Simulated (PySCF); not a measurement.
## Ionisation energy of Ge¹⁶⁺ by level of theory

Ge¹⁶⁺ [Ne] 3s2 3p4 (3P) → Ge¹⁷⁺ [Ne] 3s2 3p3 (4S), as a difference of total energies. Calculation: PySCF 2.14, in an uncontracted even-tempered set (17 s from 1.1 bohr⁻², ratio 2.5; 11 p from 1.4 bohr⁻², ratio 2.5; 5 d from 8.6 bohr⁻², ratio 2.7; 4 f from 13 bohr⁻², ratio 2.7); the non-relativistic Hamiltonian (point nucleus). Correlated levels: outer shells: 1s2 frozen; virtual orbitals above 40 to 60 times the deepest correlated orbital energy dropped. The calculations carry no spin-orbit coupling.

| method | ionisation energy (eV) |
| --- | --- |
| UHF | 604.06 |
| MP2 (outer shells) | 605.02 |
| SCS-MP2 (outer shells) | 605.04 |
| CCSD (outer shells) | 604.99 |
| CCSD(T) (outer shells) | 605.00 |

How much does correlation contribute at CCSD(T) (outer shells)?

605.00 − (604.06) = 0.94 eV, measured against UHF.

Spin-orbit coupling is strong in these open shells (close to jj coupling). The scalar numbers leave it out and a first-order estimate fails, so it can dominate the gap to the real levels.

The gap to the reference is mostly relativistic.

For comparison: 609.1 ± 0.8 eV (semi-empirical (NIST evaluation); NIST Atomic Spectra Database, ionization energies).
